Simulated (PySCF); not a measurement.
# Circular dichroism: `InChI=1S/C4H7F3Si2/c5-4(6,7)3(9)1-2-8/h2H,8-9H3`

Cartesian coordinates in Å; atom numbers follow the order of the lines, from 1:
```xyz
16

F     2.164   -1.337   -1.452
C     1.783   -1.249   -0.171
F     1.115   -2.360    0.130
F     2.901   -1.239    0.564
C     0.976   -0.002    0.056
Si    1.674    1.678   -0.447
C    -0.215   -0.081    0.603
C    -1.422   -0.132    1.097
Si   -2.939   -0.345    0.002
H     1.838    1.745   -1.928
H     3.003    1.888    0.198
H     0.705    2.712    0.010
H    -1.541   -0.063    2.186
H    -4.149   -0.310    0.874
H    -3.011    0.762   -0.997
H    -2.882   -1.650   -0.720
```

Computed with TDDFT CAM-B3LYP/aug-cc-pVDZ circular dichroism and optical rotation, one conformer, gas phase in PySCF 2.14.0. Geometry: PBE0-D3(BJ)/def2-SVP.

No stereocentre is labelled: unless the shape is locked (an allene, a helicene, a hindered biaryl), the mirror image is equally populated and a measured rotation or CD is zero.

(1) List the lowest 12 singlet excitations with oscillator and rotatory strengths.

Results:

(1) Rotatory strengths R in 10⁻⁴⁰ esu² cm², velocity form and length form (origin at the centre of mass); f in length form.
| state | E (eV) | λ (nm) | f | R (velocity) | R (length) | main |
| --- | --- | --- | --- | --- | --- | --- |
| 1 | 5.53 | 224 | 0.001 | -1.0 | -1.0 | HOMO−1→LUMO 0.36, HOMO→LUMO+1 0.27 |
| 2 | 5.68 | 218 | 0.0001 | +0.7 | +0.4 | HOMO−1→LUMO 0.32, HOMO→LUMO+1 0.18 |
| 3 | 6.42 | 193 | 0.037 | +13.6 | +13.3 | HOMO→LUMO 0.53, HOMO−1→LUMO+1 0.18 |
| 4 | 6.91 | 180 | 0.950 | +142.1 | +141.3 | HOMO−1→LUMO+1 0.41, HOMO→LUMO+2 0.16 |
| 5 | 7.01 | 177 | 0.216 | -100.3 | -100.3 | HOMO→LUMO+2 0.33, HOMO→LUMO+1 0.29 |
| 6 | 7.15 | 173 | 0.089 | +70.2 | +71.0 | HOMO−1→LUMO+2 0.56, HOMO→LUMO+2 0.09 |
| 7 | 7.72 | 161 | 0.018 | -7.6 | -7.3 | HOMO→LUMO+3 0.51, HOMO→LUMO+4 0.10 |
| 8 | 7.86 | 158 | 0.009 | +4.1 | +4.3 | HOMO→LUMO+5 0.13, HOMO−1→LUMO+4 0.12 |
| 9 | 7.89 | 157 | 0.002 | -0.5 | -0.9 | HOMO→LUMO+5 0.31, HOMO→LUMO+3 0.15 |
| 10 | 7.92 | 157 | 0.026 | +13.3 | +13.4 | HOMO−1→LUMO+3 0.27, HOMO−1→LUMO+5 0.18 |
| 11 | 8.00 | 155 | 0.013 | +24.1 | +24.7 | HOMO−1→LUMO+4 0.21, HOMO−1→LUMO+5 0.15 |
| 12 | 8.04 | 154 | 0.005 | +14.7 | +13.9 | HOMO→LUMO+6 0.20, HOMO→LUMO+4 0.17 |

Among the states computed, the strongest CD band (largest |R|) is state 4. The largest dissymmetry factor in size, g = 4R/(D+G), with D and G the electric and magnetic dipole strengths, is +0.051 for state 2 (velocity form, f = 0.0001), among bands with |R| over 0.5. The mirror image has the same energies and oscillator strengths and all R with the opposite sign.
